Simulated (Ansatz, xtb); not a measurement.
**A geometry optimisation of F2H2Si3 with r2SCAN-D4/def2-SVP**

The starting geometry of this gas-phase singlet has its atoms placed at random.

```xyz
7

F    -0.8547    1.3755    1.1632
F    -1.5880    0.3203    0.3309
Si   -0.7647    1.3113   -1.0419
Si   -0.2760   -0.5910    1.8108
Si    0.6841   -1.6239   -1.0833
H     0.3334   -0.9279    0.3627
H     1.9051   -0.3793   -1.0670
```

**Question.** Guess where an optimisation with r2SCAN-D4/def2-SVP ends from this start.

**Answer.** It ends as a structure with F2 bridging Si3 and Si4, given below by its coordinates. Distances that change by over a tenth: Si4–H6 (1.61 → 1.91 Å), Si5–H7 (1.74 → 1.49 Å). Contacts that close: F1–Si4 (2.15 → 1.63 Å), F2–Si4 (2.18 → 1.78 Å), Si3–Si5 (3.27 → 2.24 Å).

The energy falls by 9.36 eV over 22 steps:

```tsv
step	E − E(last) (eV)
1	9.358
3	1.830
6	0.290
8	0.240
10	0.191
13	0.091
15	0.036
17	0.012
20	0.001
22	0.000
```

Final geometry (Å):

```yaml
atoms:
  - { symbol: F, position_ang: [-0.1842, 1.2872, 1.8200] }
  - { symbol: F, position_ang: [-1.7684, 0.0885, 0.2738] }
  - { symbol: Si, position_ang: [-1.1056, 0.6389, -1.5417] }
  - { symbol: Si, position_ang: [-0.7817, -0.2248, 1.7254] }
  - { symbol: Si, position_ang: [0.6696, -0.6036, -0.9904] }
  - { symbol: H, position_ang: [0.4887, -0.9908, 0.5183] }
  - { symbol: H, position_ang: [2.1208, -0.7105, -1.3300] }
```

From the same start GFN2-xTB ends elsewhere, differing in F2–Si4 (3.02 against 1.78 Å here), Si3–Si4 (2.23 against 3.39 Å here), Si4–H6 (1.47 against 1.91 Å here), Si5–H6 (5.80 against 1.57 Å here).

From so rough a start the end depends on the optimiser's path, so another program may land elsewhere. No frequencies were run, so the end isn't proven a minimum. Run with Ansatz 0.2.0, 110 s on 1 thread of Arm Neoverse V2 (shared host).
